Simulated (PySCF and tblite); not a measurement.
The numbers below are computed, except where a source is named.
2 diastereomers of C₇H₉FOS, numbered alike:

```tsv
isomer	SMILES	descriptors (one enantiomer)
A	[CH:1]#[C:2][C@@:3]1([F:4])[CH2:5][CH2:6][CH2:7][S@:8](=[O:9])[CH2:10]1	3S, 8S
B	[CH:1]#[C:2][C@:3]1([F:4])[CH2:5][CH2:6][CH2:7][S@:8](=[O:9])[CH2:10]1	3R, 8S
```

Each isomer is a Boltzmann average at 298.15 K over at most 6 conformers: GFN2-xTB geometries, energies PBE0/6-31G* (D3(BJ) added where defined), GFN2-xTB thermal terms. Programs: PySCF with density fitting and tblite.

(1) Rank the isomers by free energy at 298.15 K.

(2) If they could interconvert freely, what would the mixture hold (chiral isomers as racemates)?

Answers

(1) 
| isomer | ΔG (kcal/mol) | ΔE, lowest conformer | conformers | largest weight % | rms dipole (D) |
| --- | --- | --- | --- | --- | --- |
| B | 0.0 | 0.0 | 3 | 87 | 3.92 |
| A | 0.7 | 0.5 | 1 | 100 | 3.60 |

ΔG is for one enantiomer.

(2) B 78 %, A 22 %. A racemate gains RT ln 2.
